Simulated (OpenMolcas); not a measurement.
**Se V: effect of the active space**

* Program: OpenMolcas 26.06
* Method: CASSCF or its RAS form
* Basis: ANO-RCC-VTZP
* Scalar Hamiltonian: DKH2, point nucleus
* Spin-orbit coupling: RASSI with atomic mean-field integrals over the reference wave functions, term energies averaged over their components

A. 2 electrons in 4 orbitals (4s 4p); 2S+1 = 3 even, 3 roots; 2S+1 = 1 even, 7 roots; 2S+1 = 3 odd, 3 roots; 2S+1 = 1 odd, 3 roots; cost of the order of 19 core-seconds
B. 2 electrons in 8 orbitals (4s 4p 5s 5p); 2S+1 = 3 even, 3 roots; 2S+1 = 1 even, 7 roots; 2S+1 = 3 odd, 3 roots; 2S+1 = 1 odd, 3 roots; cost about 17 core-seconds
C. 2 electrons in 9 orbitals (RAS2 4s 4p; RAS3 4d, at most 2 electrons); 2S+1 = 3 even, 3 roots; 2S+1 = 1 even, 7 roots; 2S+1 = 3 odd, 3 roots; 2S+1 = 1 odd, 3 roots; cost about 18 core-seconds

Energies in cm-1 above 4s2 1S0, the measured ground level; measured values from the list in Rauch et al., Astron. Astrophys. 606, A105 (2017).

| Level | A | B | C | Measured |
| --- | --- | --- | --- | --- |
| 4s2 1S0 | 0.0 | 0.0 | 0.0 | 0.0 |
| 4s 4p 3P* 0 | 86688 | 87557 | 85782 | 89749 |
| 4s 4p 3P* 1 | 88149 | 89017 | 87225 | 91350 |
| 4s 4p 3P* 2 | 91307 | 92173 | 90389 | 94960 |
| 4s 4p 1P* 1 | 141314 | 141919 | 133127 | 131733 |
| 4p2 3P0 | 210040 | 210898 | 208749 | 211794 |
| 4p2 3P1 | 211907 | 212752 | 210662 | 214091 |
| 4p2 3P2 | 214564 | 215403 | 214283 | 218615 |

Deviations, from unrounded energies. A percentage is the sum of absolute deviations over the sum of measured energies, with the sign that they share, or ± where signs differ.

```json
{"Against measurement": "mean absolute deviation (cm-1)", "Levels": "7", "A": "3900", "B": "3300", "C": "3600"}
{"Against measurement": "other configurations (%)", "Levels": "7", "A": "±2.6", "B": "±2.2", "C": "±2.4"}
```

B lies closest to measurement on these levels and A furthest from it. The largest miss of B in the table is 4s 4p 1P* 1, by +10000 cm-1. The ranking rests on the paired levels alone, and a cruder setting can come out closer through cancelling errors.

Among A to C the level of the table that moves most is 4s 4p 1P* 1, by 8800 cm-1 (lowest in C, highest in B).

The ¹D term of p² mixes with s d, which this space lacks (holds for A; B). Active for correlation alone: 5p 5s; no level in the range computed is led by a configuration that fills them, so any true level of that kind is missing (holds for B). Active for correlation alone: 4d; no level in the range computed is led by a configuration that fills it, so any true level of that kind is missing (holds for C). Some terms mix strongly with configurations of 4d, whose occupation reaches 0.21 (4p2 1D) (holds for C). Computed and measured levels are paired by configuration, term and J; levels that our copy of the source lacks, or whose pairing is in doubt (as where it misses far off the trend of its configuration), stay unpaired and out of the deviations. Only configurations of the active space appear. Levels that lie high or do not pair safely by name in every column are left out.

* marks odd parity.
